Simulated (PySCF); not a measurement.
**Polarisability and C₆ of Ge²⁺ (germanium, charge +2)**

[Ar] 3d10 4s2, closed-shell 1S. Computed with PySCF 2.14 in aug-cc-pVTZ-DK (7s6p4d2f, 59 functions), with scalar relativity by spin-free X2C-1e. Coupled (time-dependent) response in atomic units; α is the mean over directions.

| method | mean α (bohr³) | C₆ (like pair) | S(−4) |
| --- | --- | --- | --- |
| UHF | 11.94 | 46.59 | 69.53 |
| PBE | 10.18 | 37.76 | 49.14 |
| PBE0 | 10.63 | 39.93 | 54.04 |
| wB97X-V | 10.85 | 41.11 | 56.52 |
| M06-2X | 9.542 | 33.09 | 46.05 |

S(−4) is the Cauchy moment in α(ω) = α(0) + S(−4) ω² + …

α(iu) at PBE0:

```csv
u (hartree),α(iu) (bohr³)
0,10.63
0.0500,10.50
0.100,10.12
0.200,8.856
0.300,7.364
0.500,4.886
0.750,3.075
1.00,2.108
1.50,1.194
2.00,0.7831
3.00,0.4184
5.00,0.1775
```

A single London oscillator, α(iu) = α/(1 + u²/ω²), gives C₆ = (3/4) ω α². Matching the computed C₆ needs ω = 4 × 39.93 / (3 × 10.63²) = 0.471 hartree.

For an ion, C₆ is the dispersion term alone; charge-induced terms of lower order in 1/R come first.
